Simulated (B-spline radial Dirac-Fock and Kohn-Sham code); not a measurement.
**The B atom: differential elastic cross section for electrons at 146 keV**

These are calculated numbers from a B-spline atomic structure program; the model is relativistic (Dirac) partial waves in the static field of the Dirac-Fock atom with Furness-McCarthy exchange, without polarisation or absorption potentials.

```
θ (°)  dσ/dΩ (Å²/sr)  Sherman function
    5        0.00434             0.000
   10       0.000324             0.000
   15       6.59e-05             0.000
   20       2.11e-05             0.000
   25       8.72e-06            -0.001
   30       4.24e-06            -0.001
   35       2.31e-06            -0.001
   40       1.37e-06            -0.002
   45       8.63e-07            -0.002
   50       5.73e-07            -0.003
   55       3.96e-07            -0.004
   60       2.84e-07            -0.004
   65       2.09e-07            -0.005
   70       1.58e-07            -0.006
   75       1.22e-07            -0.006
   80       9.65e-08            -0.007
   85       7.75e-08            -0.008
   90       6.31e-08            -0.008
   95       5.23e-08            -0.009
  100       4.38e-08            -0.010
  105       3.72e-08            -0.010
  110       3.20e-08            -0.010
  115       2.78e-08            -0.010
  120       2.45e-08            -0.011
  125       2.17e-08            -0.010
  130       1.95e-08            -0.010
  135       1.77e-08            -0.010
  140       1.62e-08            -0.009
  145       1.50e-08            -0.009
  150       1.41e-08            -0.008
  155       1.33e-08            -0.007
  160       1.27e-08            -0.005
  165       1.22e-08            -0.004
  170       1.19e-08            -0.003
  175       1.18e-08            -0.001
```

The total elastic cross section is 0.00543 Å², the first transport cross section 3.86e-06 Å² and the second, weighted with (3/2) sin²θ, 1.04e-05 Å². The mean deflection is ⟨1 − cos θ⟩ = 0.000710, and 0.0033 % of the collisions scatter beyond 90°.
